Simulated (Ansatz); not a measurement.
Start from `B[SiH2]BO` and change one atom or group to get `OB[SiH2][SiH2]F`.

Ansatz, PBE0-D4/def2-TZVP geometries, multiplicity 1. Each molecule was computed in one conformer, which needn't be the lowest.

```json
{"property": "LUMO energy (ωB97M-V/def2-TZVPP) / eV", "`B[SiH2]BO`": "-0.59"}
{"property": "LUMO energy (B3LYP/def2-TZVPP) / eV", "`B[SiH2]BO`": "-2.70"}
{"property": "HOMO energy (PBE/def2-TZVPP) / eV", "`B[SiH2]BO`": "-6.47"}
{"property": "HOMO–LUMO gap (ωB97M-V/def2-TZVPP) / eV", "`B[SiH2]BO`": "9.13"}
{"property": "LUMO energy (PBE0/def2-TZVPP) / eV", "`B[SiH2]BO`": "-2.52"}
{"property": "HOMO–LUMO gap (PBE0/def2-TZVPP) / eV", "`B[SiH2]BO`": "5.09"}
```

Problem. What does the change do to each property? (Estimate.)

Solution. Ansatz gave: 
| property | `OB[SiH2][SiH2]F` | shift |
| --- | --- | --- |
| LUMO energy (ωB97M-V/def2-TZVPP) / eV | 0.63 | 1.22 |
| LUMO energy (B3LYP/def2-TZVPP) / eV | -1.49 | 1.21 |
| HOMO energy (PBE/def2-TZVPP) / eV | -6.48 | -0.01 |
| HOMO–LUMO gap (ωB97M-V/def2-TZVPP) / eV | 10.37 | 1.24 |
| LUMO energy (PBE0/def2-TZVPP) / eV | -1.31 | 1.21 |
| HOMO–LUMO gap (PBE0/def2-TZVPP) / eV | 6.36 | 1.27 |

With PBE0 the HOMO falls by 0.06 eV and the LUMO rises by 1.21 eV, so the gap widens by about 1.27 eV. PBE moves the HOMO by -0.01 eV and ωB97M-V by -0.03 eV.

B3LYP here is the variant with VWN-RPA as its local correlation; programs differ in this.
